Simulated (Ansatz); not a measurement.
`[OH][InH2]` and `[OH][InH][Br]` differ in one atom or group.

Ansatz, PBE0-D4/def2-TZVP geometries, multiplicity 1. Each molecule was computed in one conformer, which needn't be the lowest.

Elements past krypton have def2 core potentials. Scalar relativity is left out up to krypton.

```json
{"property": "HOMO energy (B3LYP/def2-TZVPP) / eV", "`[OH][InH2]`": "-8.02"}
{"property": "zero-point energy (PBE0-D4/def2-TZVP) / kJ/mol", "`[OH][InH2]`": "65.2"}
{"property": "size of the dipole moment (PBE/def2-TZVPP) / D", "`[OH][InH2]`": "1.63"}
{"property": "LUMO energy (ωB97M-V/def2-TZVPP) / eV", "`[OH][InH2]`": "-0.04"}
{"property": "HOMO–LUMO gap (PBE0/def2-TZVPP) / eV", "`[OH][InH2]`": "6.74"}
{"property": "LUMO energy (B3LYP/def2-TZVPP) / eV", "`[OH][InH2]`": "-1.78"}
```

**Question.** Give the same properties after the change, and the shifts. (Estimate.)

**Answer.** Ansatz gave: 
```
                                      property  `[OH][InH][Br]`  shift
           HOMO energy (B3LYP/def2-TZVPP) / eV            -7.90   0.12
zero-point energy (PBE0-D4/def2-TZVP) / kJ/mol             52.0  -13.2
size of the dipole moment (PBE/def2-TZVPP) / D             3.18   1.55
         LUMO energy (ωB97M-V/def2-TZVPP) / eV            -0.05  -0.01
          HOMO–LUMO gap (PBE0/def2-TZVPP) / eV             6.62  -0.12
           LUMO energy (B3LYP/def2-TZVPP) / eV            -1.83  -0.05
```

With PBE0 the HOMO rises by 0.07 eV and the LUMO falls by 0.07 eV, so the gap narrows by about 0.14 eV. PBE moves the HOMO by -0.15 eV and ωB97M-V by 0.12 eV. Dipoles are sizes alone; their direction can turn.

B3LYP here is the variant with VWN-RPA as its local correlation; programs differ in this.

Spin–orbit coupling is left out; it splits and shifts lone-pair levels of the heavy atoms by tenths of an eV.
